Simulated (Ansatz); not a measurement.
Saddle point of SiH₃ClF₂, singlet (SiHClF₂ ([F][SiH]([F])[Cl]) + H₂ → SiH₂F₂ ([F][SiH2][F]) + HCl; bonds formed: Si1–H7, Cl2–H6; bonds broken: Si1–Cl2, H6–H7), PBE0-D4/def2-TZVP structure:

```json
{"atom": "Si1", "x (Å)": "-0.4047", "y (Å)": "0.2374", "z (Å)": "0.1234"}
{"atom": "Cl2", "x (Å)": "1.9420", "y (Å)": "0.4991", "z (Å)": "-0.4046"}
{"atom": "F3", "x (Å)": "-0.7955", "y (Å)": "0.8758", "z (Å)": "-1.2607"}
{"atom": "F4", "x (Å)": "-1.7494", "y (Å)": "-0.5277", "z (Å)": "0.5289"}
{"atom": "H5", "x (Å)": "-0.1511", "y (Å)": "1.0562", "z (Å)": "1.3042"}
{"atom": "H6", "x (Å)": "0.9744", "y (Å)": "-0.8305", "z (Å)": "-0.2314"}
{"atom": "H7", "x (Å)": "0.1846", "y (Å)": "-1.3102", "z (Å)": "-0.0598"}
```

Energies are electronic, without zero-point energy. Barriers and step energies count from the start structure reached by relaxing down the imaginary mode; all methods use the PBE0-D4 structures, on which another method's saddle can fall below an end. Program: Ansatz 0.2.0. Basis: def2-TZVPP, with def2-QZVPP for the basis limit. Cores are frozen in the correlated methods. B3LYP uses VWN-RPA correlation. Extrapolation: Hartree–Fock as exp(−7.88 √X), correlation as X^−2.97.

| method | barrier (kcal/mol) | step energy (kcal/mol) |
| --- | --- | --- |
| SPW92 | ? | 17.34 |
| PBE-D4 | 47.00 | 18.64 |
| BLYP-D4 | ? | 18.16 |
| r2SCAN-D4 | 50.68 | 20.02 |
| B97M-V | 53.92 | 19.38 |
| PBE0-D4 | 50.81 | 18.39 |
| B3LYP-D4 | 54.51 | 17.84 |
| r2SCAN0-D4 | 53.09 | 19.44 |
| BHLYP-D4 | 58.82 | 17.49 |
| CAM-B3LYP-D4 | 55.45 | 17.12 |
| wB97X-V | 55.83 | 18.00 |
| wB97M-V | 55.09 | 18.70 |
| B2PLYP | 56.33 | 18.01 |
| PBE-QIDH | 54.80 | 18.71 |
| RPA on PBE | 57.60 | 16.18 |
| HF | 70.01 | 16.33 |
| MP2 | ? | 19.24 |
| CCSD | 59.50 | 16.78 |
| CCSD(T) | 57.53 | 17.44 |

(1) Fill in the withheld barriers. (Judge from chemistry; the value comes from the calculation.)

The T1 diagnostic stays at or below 0.013.

Results:

(1) Computed: SPW92 38.42; MP2 57.42; BLYP-D4 52.14 kcal/mol. Each is the energy of the saddle less that of the start structure, by the same method.

For comparison, the barrier by CCSD(T) at an estimated basis limit (MP2 extrapolated from triple and quadruple zeta, plus CCSD(T) − MP2 in triple zeta) is 56.55 kcal/mol.

Labels in which every atom is bracketed show which atoms are joined, not bond orders.

For scale, one of the runs: CCSD(T)/def2-TZVPP, 188 basis functions, launched by `ansatz run in.yaml --threads 4 --pin off --events-out ev --progress --plain --max-ram 9574MiB`. Time: 38 s of wall clock on 4 CPU threads of an Arm Neoverse V2; the host was shared. Peak host memory: 2 GiB.
